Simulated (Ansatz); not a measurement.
Stepwise reaction of `[OH][Al]([Cl])[Cl]` with water, as a gas-phase model of exchange steps in deposition or etching. ΔE in kJ/mol; ΔG adds harmonic PBE0-D4 terms to CCSD(T)/CBS, at 1 bar.

Isolated molecules relaxed with PBE0-D4/def2-TZVP in Ansatz; ΔE leaves out vibrations. CBS: MP2 limit from def2 TZ/QZ plus the TZ coupled-cluster correction, frozen cores. This one scheme is used for every species. Functionals use def2-TZVPP. B3LYP here is the variant with VWN-RPA as its local correlation; programs differ in this. Each species was taken in one conformer, which may not be the lowest.

```csv
step,reaction,PBE-D4,B3LYP-D4,ωB97M-V,CCSD(T)/CBS,ΔG(600 K)
2,`[OH][Al]([OH])[Cl]` + H₂O → `[OH][Al]([OH])[OH]` + HCl,28.9,23.9,26.3,27.5,26.4
```

**Question.** Give the row of step 1, `[OH][Al]([Cl])[Cl]` + H₂O → `[OH][Al]([OH])[Cl]` + HCl. (Best estimate.)

**Answer.** Ansatz gave: 
```csv
step,reaction,PBE-D4,B3LYP-D4,ωB97M-V,CCSD(T)/CBS,ΔG(600 K)
1,`[OH][Al]([Cl])[Cl]` + H₂O → `[OH][Al]([OH])[Cl]` + HCl,25.2,21.2,23.6,26.1,25.7
```

**Question.** By hand: ΔE of the 2 steps together at CCSD(T)/CBS.

**Answer.** (26.1) + (27.5) = 53.6 kJ/mol, or 26.8 kJ/mol a step.

In ΔE the steps differ by no more than 1.4 kJ/mol. All are uphill at CCSD(T)/CBS. ΔG lies between 25.7 and 26.4 kJ/mol a step. PBE-D4 differs from CCSD(T)/CBS by -0.9 to 1.4 kJ/mol a step. Isolated molecules leave out the surface, adducts and barriers. Largest T1 diagnostic: 0.012.
